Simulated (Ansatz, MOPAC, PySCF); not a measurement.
Molecule: CBr (charge 0, doublet). SMILES: Br[C]
Structure (B3LYP-D3(BJ)/def2-TZVP (Ansatz, an electronic-structure program) minimum search):
```xyz
2

C      0.0000     0.0000    -1.5630
Br     0.0000     0.0000     0.2679
```
Charge 0, spin multiplicity 2.

Unscaled harmonic wavenumbers (cm⁻¹) in rising order, each level at the stationary point that it reaches from this structure (no distance between atoms moves by over 0.3 Å); the order of modes can differ between levels, and a negative number is imaginary. B3LYP-D3(BJ)/def2-TZVP (PySCF, at the structure above): 711.

PM6 (MOPAC): 629. Zero-point energy 0.9 against 1.0 kcal/mol; where all levels lie over 400 cm⁻¹, the wavenumbers are on average 0.885 times those of B3LYP-D3(BJ)/def2-TZVP.

PM7 (MOPAC): 597. Zero-point energy 0.9 against 1.0 kcal/mol; where all levels lie over 400 cm⁻¹, the wavenumbers are on average 0.840 times those of B3LYP-D3(BJ)/def2-TZVP.

HF/6-31G* with LANL2DZ past Ar (Ansatz): 626. Zero-point energy 0.9 against 1.0 kcal/mol; where all levels lie over 400 cm⁻¹, the wavenumbers are on average 0.881 times those of B3LYP-D3(BJ)/def2-TZVP.
